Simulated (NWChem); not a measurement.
# Electron attachment to I2Sn

```xyz
3

Sn     0.0000     0.0000    -1.1880
I     -2.1161     0.0000     0.5604
I      2.1161     0.0000     0.5604
```
Charge 0, spin multiplicity 1.

Everything below was run with NWChem. All single points use one geometry, from PBE0/def2-SVP with def2 effective core potentials on Sn, I, a minimum by its harmonic frequencies.

Basis set: def2-SVPD. The species with one electron more has spin multiplicity 2 and keeps the geometry of the parent. Δ marks differences of total energies (open shells unrestricted). −ε marks an orbital energy of the parent. That orbital need not have the symmetry of the hole or added electron in the Δ rows. The basis adds only a small set of diffuse functions.

Effective core potentials replace the inner electrons of Sn, I; spin-orbit coupling is left out. The correlated methods keep 12 core orbitals frozen. The structure started from a generated list of species. No SCF solution was tested for a lower state.

Q: One of these methods gave a vertical electron affinity of 1.67 eV. Which?
(A) −ε(LUMO) of HF
(B) G0W0@PBE0
(C) −ε(LUMO) of PBE
(D) ΔB2PLYP

A: D, ΔB2PLYP. The others give 3.97 (−ε(LUMO) of PBE), 0.76 (−ε(LUMO) of HF), 1.44 (G0W0@PBE0).
